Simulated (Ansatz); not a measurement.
`BO[SiH2][SiH2]O` → `BO[SiH3]` + `O[SiH]` at 500 K and 1 bar (silylene formation by 1,1-elimination).

Computed with Ansatz on PBE0-D4/def2-TZVP structures; ΔE is electronic, products minus reactants. CCSD(T)/CBS adds triple-zeta CCSD(T) − MP2 to the extrapolated MP2 energy (def2 sets, frozen cores). This one scheme is used for every species. Each species was taken in one conformer, which may not be the lowest.

```
          species  CCSD(T)/CBS energy (Eh)  H − E (kJ/mol)  S (J/(mol·K))
`BO[SiH2][SiH2]O`               -757.61757           252.2          467.2
       `BO[SiH3]`               -392.11480           167.4          338.5
         `O[SiH]`               -365.43832            75.8          267.5
```

H − E and S are ideal-gas, rigid-rotor, harmonic terms from PBE0-D4/def2-TZVP, for one conformer and one mirror image of each species. 1 Eh = 2625.50 kJ/mol, R = 8.31446 J/(mol·K).

Q: By hand: ΔE, ΔH, ΔS and ΔG.

A: ΔE = (-392.11480) + (-365.43832) − (-757.61757) = 0.06445 Eh = 169.2 kJ/mol. Δ(H − E) = 167.4 + 75.8 − 252.2 = -9.0, so ΔH = 160.2 kJ/mol. ΔS = 338.5 + 267.5 − 467.2 = 138.8 J/(mol·K). ΔG = 160.2 − 500 × (138.8)/1000 = 90.8 kJ/mol.

Q: By hand: the equilibrium constant, and the temperature at which ΔG would vanish if ΔH and ΔS stayed fixed.

A: log₁₀ K = −ΔG/(RT ln 10) = -9.5. ΔG = 0 at ΔH/ΔS = 1154 K.

The number of gas molecules changes by +1, which sets the sign of ΔS. A doubt of 5 kJ/mol in ΔE shifts log₁₀ K by 0.5 here. Other conformers and mirror images would add mixing entropy, several J/(mol·K) or more a flexible species. Modes under 60 cm⁻¹, often nearly free rotors, make the harmonic entropy too high. These are equilibria of isolated gas molecules and say nothing of rates. Largest T1 diagnostic: 0.016 (customary marks: 0.02 for closed shells, 0.045 for open ones).
